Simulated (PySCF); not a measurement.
Geometry:
```tsv
atom	x (Å)	y (Å)	z (Å)
Ga1	0.638	1.058	0.023
Cl2	2.788	1.119	0.051
Cl3	-0.246	3.017	-0.032
Si4	-0.608	-0.986	0.006
H5	-1.937	-0.782	0.651
H6	0.163	-2.042	0.722
H7	-0.797	-1.383	-1.422
```

Geometry: PBE0-D3(BJ)/def2-SVP; GIAO shifts from PySCF, gas phase, non-relativistic, averaged over equivalent atoms.

At B3LYP/pcSseg-1 (pcSseg-2 on Ga) (150 basis functions, 13 s wall time on 1 thread of an x86-64 server CPU, shared host):
```tsv
atoms	δ (ppm)
Ga1	538.9
Cl2/Cl3	196.1
Si4	-105.0
H5/H6/H7	3.62
```

Referencing at the same level of theory: 71Ga (σref 1798.95) against [Ga(H2O)6]3+; HCl for 35Cl (σref 930.46); 29Si (σref 337.86), 1H (σref 31.38) vs TMS.

**Question.** Estimate the result of repeating the calculation with PBE0/pcSseg-1 (pcSseg-2 on Ga).

**Answer.** 
```
   atoms  δ at PBE0/pcSseg-1 (pcSseg-2 on Ga)  change
     Ga1                                515.6   -23.3
 Cl2/Cl3                                174.9   -21.2
     Si4                               -106.9    -1.9
H5/H6/H7                                 3.69   +0.07
```

References, each an isolated molecule treated in the same way: 71Ga (σref 1817.03) against [Ga(H2O)6]3+; HCl for 35Cl (σref 943.27); 29Si (σref 351.99) and 1H (σref 31.27) against TMS.

The largest change is at Ga1 (Ga bonded to 2 Cl, Si). Cost: 150 basis functions, 16 s wall time on 1 thread of an x86-64 server CPU, shared host.

Relativistic effects, spin–orbit coupling among them, are left out; they matter for Ga and for the light atoms bonded to it.
